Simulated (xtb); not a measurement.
BiF2 (SMILES [F][Bi+][F]), charge +1, singlet, from a rough starting geometry (GFN-xTB shapes and energies of metal compounds can be far from the true ones); GFN2-xTB in xtb.

Here is a job for xtb.
```
$ xtb mol.xyz --gfn 2 --chrg 1 --opt vtight --json

# file mol.xyz
3

Bi     0.85484939     0.36758090     0.35301383
F     -0.58113376     0.85900358    -1.06669717
F     -0.32771970    -1.24673255     0.66998149
```

Question: Write the output that xtb gives for this input, abridged.

Answer: 
```
   ID    Z sym.   atoms
    1   83 Bi     1
    2    9 F      2, 3

           -------------------------------------------------
          |                Calculation Setup                |
           -------------------------------------------------

           -------------------------------------------------
          |                 G F N 2 - x T B                 |
           -------------------------------------------------

          ...................................................
          :                      SETUP                      :
          :.................................................:
          :  # basis functions                  12          :
          :  # atomic orbitals                  12          :
          :  # shells                            6          :
          :  # electrons                        18          :
          :  max. iterations                   250          :
          :  Hamiltonian                  GFN2-xTB          :
          :  restarted?                      false          :
          :  GBSA solvation                  false          :
          :  PC potential                    false          :
          :  electronic temp.          300.0000000     K    :
          :  accuracy                    1.0000000          :
          :  -> integral cutoff          0.2500000E+02      :
          :  -> integral neglect         0.1000000E-07      :
          :  -> SCF convergence          0.1000000E-05 Eh   :
          :  -> wf. convergence          0.1000000E-03 e    :
          :  Broyden damping             0.4000000          :
          :  net charge                          1          :
          :  unpaired electrons                  0          :
          ...................................................

 iter      E             dE          RMSdq      gap      omega  full diag
   1    -11.1715907 -0.111716E+02  0.592E+00    1.24       0.0  T
   2    -11.2921278 -0.120537E+00  0.125E+01    4.03       1.0  T
   3    -11.3156642 -0.235363E-01  0.107E+01    3.42       1.0  T
   4    -11.3339188 -0.182546E-01  0.745E+00    2.84       1.0  T
   5    -11.3457647 -0.118459E-01  0.314E+00    1.80       1.0  T
   6    -11.3453617  0.403074E-03  0.266E+00    1.83       1.0  T
   7    -11.3475771 -0.221547E-02  0.117E+00    2.07       1.0  T
   8    -11.3473871  0.190045E-03  0.129E+00    2.16       1.0  T
   9    -11.3476531 -0.265990E-03  0.654E-02    2.07       1.0  T
  10    -11.3476521  0.986840E-06  0.158E-01    2.07       1.0  T
  11    -11.3476583 -0.619071E-05  0.288E-02    2.06       2.0  T
  12    -11.3476586 -0.272983E-06  0.618E-04    2.06      93.4  T
  13    -11.3476586 -0.439941E-09  0.134E-03    2.06      42.9  T
  14    -11.3476586 -0.118499E-09  0.163E-05    2.06    3540.0  T

   *** convergence criteria satisfied after 14 iterations ***

         :::::::::::::::::::::::::::::::::::::::::::::::::::::
         ::                     SUMMARY                     ::
         :::::::::::::::::::::::::::::::::::::::::::::::::::::
         :: total energy             -11.346045594674 Eh    ::
         :: gradient norm              0.052814620389 Eh/a0 ::
         :: HOMO-LUMO gap              2.056173926846 eV    ::
         ::.................................................::
         :: SCC energy               -11.347658542323 Eh    ::
         :: -> isotropic ES            0.249901824217 Eh    ::
         :: -> anisotropic ES          0.006222493458 Eh    ::
         :: -> anisotropic XC         -0.002622510966 Eh    ::
         :: -> dispersion             -0.001034979567 Eh    ::
         :: repulsion energy           0.001612947649 Eh    ::
         :: add. restraining           0.000000000000 Eh    ::
         :: total charge               1.000000000000 e     ::
         :::::::::::::::::::::::::::::::::::::::::::::::::::::

      -----------------------------------------------------------
[...]
 * total energy  :   -11.3460456 Eh     change       -0.2078338E-12 Eh
 * total energy  :   -11.3511625 Eh     change       -0.5116866E-02 Eh
 * total energy  :   -11.3510232 Eh     change        0.1392113E-03 Eh
 * total energy  :   -11.3516953 Eh     change       -0.6720151E-03 Eh
 * total energy  :   -11.3516959 Eh     change       -0.6152478E-06 Eh
 * total energy  :   -11.3516964 Eh     change       -0.4988045E-06 Eh
 * total energy  :   -11.3516964 Eh     change       -0.2399773E-08 Eh
   *** GEOMETRY OPTIMIZATION CONVERGED AFTER 7 ITERATIONS ***
         :: total energy             -11.351696380658 Eh    ::
[...]
         :: HOMO-LUMO gap              2.590305252852 eV    ::
         ::.................................................::
         :: SCC energy               -11.355870921831 Eh    ::
         :: -> isotropic ES            0.248078942576 Eh    ::
         :: -> anisotropic ES          0.006642254386 Eh    ::
         :: -> anisotropic XC         -0.003924477279 Eh    ::
         :: -> dispersion             -0.001041177102 Eh    ::
         :: repulsion energy           0.004174541174 Eh    ::
         :: add. restraining           0.000000000000 Eh    ::
         :: total charge               1.000000000000 e     ::
         :::::::::::::::::::::::::::::::::::::::::::::::::::::

           -------------------------------------------------
          |                Property Printout                |
           -------------------------------------------------

    * Orbital Energies and Occupations

         #    Occupation            Energy/Eh            Energy/eV
      -------------------------------------------------------------
         1        2.0000           -1.5398780             -41.9022
         2        2.0000           -1.0332264             -28.1155
         3        2.0000           -1.0109662             -27.5098
         4        2.0000           -0.7687957             -20.9200
         5        2.0000           -0.7600916             -20.6831
         6        2.0000           -0.7557672             -20.5655
         7        2.0000           -0.7386374             -20.0993
         8        2.0000           -0.7363419             -20.0369
         9        2.0000           -0.7318830             -19.9156 (HOMO)
        10                         -0.6366911             -17.3252 (LUMO)
        11                         -0.4416071             -12.0167
        12                         -0.3527197              -9.5980
      -------------------------------------------------------------
                  HL-Gap            0.0951920 Eh            2.5903 eV
             Fermi-level           -0.6842871 Eh          -18.6204 eV

     #   Z          covCN         q      C6AA      α(0)
     1  83 Bi       1.437     1.471   463.383    42.809
     2   9 F        0.719    -0.236    11.618     4.025
     3   9 F        0.719    -0.236    11.618     4.025

 Mol. C6AA /au·bohr⁶  :        776.057328
 Mol. C8AA /au·bohr⁸  :      77660.970051
 Mol. α(0) /au        :         50.859154

Wiberg/Mayer (AO) data.
largest (>0.10) Wiberg bond orders for each atom

 ---------------------------------------------------------------------------
     #   Z sym  total        # sym  WBO       # sym  WBO       # sym  WBO
 ---------------------------------------------------------------------------
     1  83 Bi   2.258 --     3 F    1.129     2 F    1.129
     2   9 F    1.225 --     1 Bi   1.129
     3   9 F    1.225 --     1 Bi   1.129
 ---------------------------------------------------------------------------

Topologies differ in total number of bonds
Writing topology from bond orders to xtbtopo.mol

molecular dipole:
                 x           y           z       tot (Debye)
 q only:        2.548       1.140       1.027
   full:        3.014       1.347       1.217       8.943
molecular quadrupole (traceless):
                xx          xy          yy          xz          yz          zz
 q only:        3.907       2.274      -2.311       1.486       3.030      -1.597
  q+dip:        4.787       2.585      -2.940       1.523       4.093      -1.847
   full:        4.414       2.033      -2.898       0.876       4.433      -1.517

optimized geometry written to: xtbopt.xyz

           -------------------------------------------------
          | TOTAL ENERGY              -11.351696380658 Eh   |
          | GRADIENT NORM               0.000009920702 Eh/α |
          | HOMO-LUMO GAP               2.590305252852 eV   |
           -------------------------------------------------
```
